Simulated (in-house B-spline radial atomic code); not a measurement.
Inner levels of mercury as electrons are removed. A shift is the extra binding of the orbital against the neutral atom ([Xe] 4f14 5d10 6s2). The density at the nucleus is averaged over the nuclear charge. Computed with an all-electron radial atomic-structure program (B-spline basis): Dirac-Hartree-Fock, jj configuration that fills j = l - 1/2 first, finite nuclei.

A number in brackets counts the electrons of a j subshell.

| ion | configuration | shift of 3p1/2 (eV) | shift of 3d3/2 (eV) | shift of 3s1/2 (eV) | radius of 3p1/2 (bohr) | radius of 3d3/2 (bohr) | radius of 3s1/2 (bohr) | Σ<r²> (bohr²) | change of density at nucleus (bohr⁻³) |
| --- | --- | --- | --- | --- | --- | --- | --- | --- | --- |
| Hg42+ | [Kr] 4d3/2(2) | 1918.86 | 1921.8 | 1913.24 | 0.16818 | 0.15931 | 0.17769 | 2.2039 | 2798.96 |
| Hg43+ | [Kr] 4d3/2(1) | 1996.43 | 1998.85 | 1990.44 | 0.16797 | 0.15909 | 0.17751 | 2.031 | 3247.83 |
| Hg44+ | [Ar] 3d10 4s2 4p6 | 2074.9 | 2076.8 | 2068.52 | 0.16776 | 0.15887 | 0.17732 | 1.8624 | 3706.13 |
| Hg45+ | [Ar] 3d10 4s2 4p1/2(2) 4p3/2(3) | ? | ? | ? | ? | ? | ? | ? | ? |
| Hg46+ | [Ar] 3d10 4s2 4p1/2(2) 4p3/2(2) | 2229.89 | 2233.07 | 2221.01 | 0.16742 | 0.15842 | 0.17703 | 1.52 | 4741.47 |
| Hg47+ | [Ar] 3d10 4s2 4p1/2(2) 4p3/2(1) | 2308.41 | 2312.26 | 2298.25 | 0.16725 | 0.1582 | 0.17688 | 1.3537 | 5272.11 |
| Hg48+ | [Ar] 3d10 4s2 4p1/2(2) | ? | ? | ? | ? | ? | ? | ? | ? |
| Hg49+ | [Ar] 3d10 4s2 4p1/2(1) | 2468.14 | 2475.71 | 2458.42 | 0.1671 | 0.1577 | 0.17653 | 1.0465 | 5551.75 |
| Hg50+ | [Ar] 3d10 4s2 | 2549.34 | 2560.01 | 2541.39 | 0.16695 | 0.15743 | 0.17632 | 0.90517 | 5279.57 |
| Hg51+ | [Ar] 3d10 4s1 | 2632.29 | 2644.2 | 2621.5 | 0.16676 | 0.15718 | 0.17635 | 0.76348 | -4848.92 |
| Hg52+ | [Ar] 3d10 | ? | ? | ? | ? | ? | ? | ? | ? |
| Hg53+ | [Ar] 3d3/2(4) 3d5/2(5) | 2853.74 | 2873.03 | 2833.93 | 0.16574 | 0.15583 | 0.17547 | 0.58717 | -14266.9 |

(1) Fill in the row of Hg45+.

(2) Fill in the row of Hg48+.

(3) Fill in the row of Hg52+.

## Answers

(1) shift of 3p1/2 (eV): 2152.05; shift of 3d3/2 (eV): 2154.58; shift of 3s1/2 (eV): 2144.43; radius of 3p1/2 (bohr): 0.16759; radius of 3d3/2 (bohr): 0.15865; radius of 3s1/2 (bohr): 0.17718; Σ<r²> (bohr²): 1.6895; change of density at nucleus (bohr⁻³): 4219.5.

(2) shift of 3p1/2 (eV): 2387.62; shift of 3d3/2 (eV): 2392.15; shift of 3s1/2 (eV): 2376.14; radius of 3p1/2 (bohr): 0.16707; radius of 3d3/2 (bohr): 0.15796; radius of 3s1/2 (bohr): 0.17673; Σ<r²> (bohr²): 1.1906; change of density at nucleus (bohr⁻³): 5811.42.

(3) shift of 3p1/2 (eV): 2715.87; shift of 3d3/2 (eV): 2729.04; shift of 3s1/2 (eV): 2702.19; radius of 3p1/2 (bohr): 0.16657; radius of 3d3/2 (bohr): 0.15693; radius of 3s1/2 (bohr): 0.17621; Σ<r²> (bohr²): 0.62421; change of density at nucleus (bohr⁻³): -15209.
